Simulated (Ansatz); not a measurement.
`O[SiH]1CN1` at its PBE0-D4/def2-TZVP geometry, where that method's forces vanish. Total charge 0; spin multiplicity 1.

```tsv
atom	x (Å)	y (Å)	z (Å)
O1	1.975	0.701	-0.228
Si2	0.651	0.028	0.447
C3	-1.096	0.313	0.009
N4	-0.384	-0.918	-0.500
H5	1.928	0.892	-1.168
H6	1.039	-0.335	1.822
H7	-1.442	0.981	-0.777
H8	-1.854	0.155	0.778
H9	-0.817	-1.819	-0.382
```

Task: For each bond, give half the difference of the two atoms' forces along it (eV/Å; positive pushes the atoms apart) under PBE-D4, r2SCAN-D4, B3LYP-D4, ωB97M-V in def2-TZVPP. (Best estimate.)

Result: Computed: 
```json
{"bond": "O1–Si2", "length (Å)": "1.632", "PBE-D4": "0.25", "r2SCAN-D4": "0.04", "B3LYP-D4": "0.11", "ωB97M-V": "0.12"}
{"bond": "O1–H5", "length (Å)": "0.960", "PBE-D4": "0.33", "r2SCAN-D4": "0.01", "B3LYP-D4": "-0.02", "ωB97M-V": "-0.06"}
{"bond": "Si2–C3", "length (Å)": "1.823", "PBE-D4": "0.14", "r2SCAN-D4": "0.10", "B3LYP-D4": "0.20", "ωB97M-V": "0.10"}
{"bond": "Si2–N4", "length (Å)": "1.692", "PBE-D4": "0.24", "r2SCAN-D4": "0.10", "B3LYP-D4": "0.16", "ωB97M-V": "0.07"}
{"bond": "Si2–H6", "length (Å)": "1.473", "PBE-D4": "-0.07", "r2SCAN-D4": "-0.06", "B3LYP-D4": "-0.17", "ωB97M-V": "-0.18"}
{"bond": "C3–N4", "length (Å)": "1.510", "PBE-D4": "0.25", "r2SCAN-D4": "0.29", "B3LYP-D4": "0.35", "ωB97M-V": "0.28"}
{"bond": "C3–H7", "length (Å)": "1.088", "PBE-D4": "0.06", "r2SCAN-D4": "-0.05", "B3LYP-D4": "-0.13", "ωB97M-V": "-0.13"}
{"bond": "C3–H8", "length (Å)": "1.091", "PBE-D4": "0.04", "r2SCAN-D4": "-0.08", "B3LYP-D4": "-0.13", "ωB97M-V": "-0.11"}
{"bond": "N4–H9", "length (Å)": "1.007", "PBE-D4": "0.14", "r2SCAN-D4": "-0.04", "B3LYP-D4": "-0.11", "ωB97M-V": "-0.12"}
```

B3LYP here is the variant with VWN-RPA as its local correlation; programs differ in this.
